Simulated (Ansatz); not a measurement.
Gas-phase electronic energies from Ansatz, PBE0-D4/def2-TZVP geometries. CCSD(T)/CBS adds triple-zeta CCSD(T) − MP2 to the extrapolated MP2 energy (def2 sets, frozen cores). This one scheme is used for every species. DFT in def2-TZVPP. def2 core potentials past Kr. For Sn outer-core shells are correlated without core-valence functions, which leaves a few kJ/mol of doubt a bond. Each species was taken in one conformer, which may not be the lowest.

Consider the hydrogenolysis of the Sn–P bond: `[PH2][SnH2][SH]` + H₂ → `[SH][SnH3]` + PH₃.

Q: Is it downhill or uphill in electronic energy at CCSD(T)/CBS, and by how much? (Estimate.)

A: The calculation gave: Uphill: ΔE = +0.25 eV.

Q: What do these levels give: LDA (SPW92), ωB97M-V, HF/def2-TZVPP, HF/CBS(def2), MP2/CBS(def2), CCSD/CBS(def2)? (An estimate is asked.)

A: Ansatz gave: LDA (SPW92) 0.20, ωB97M-V 0.16, HF/def2-TZVPP -0.09, HF/CBS(def2) -0.09, MP2/CBS(def2) 0.37, CCSD/CBS(def2) 0.19 eV.

Largest T1 diagnostic among the species: 0.013.

In def2-TZVPP, CCSD(T) changes the Hartree–Fock value by +0.24 eV (the triples alone add +0.06 eV) and MP2 by +0.36 eV. The D4 term adds +0.11 eV with B3LYP and +0.06 eV with PBE0; it sums over pairs of atoms, weighted by their polarisabilities, and B3LYP, whose exchange is more repulsive, gets the larger term.

B3LYP here is the variant with VWN-RPA as its local correlation; programs differ in this.
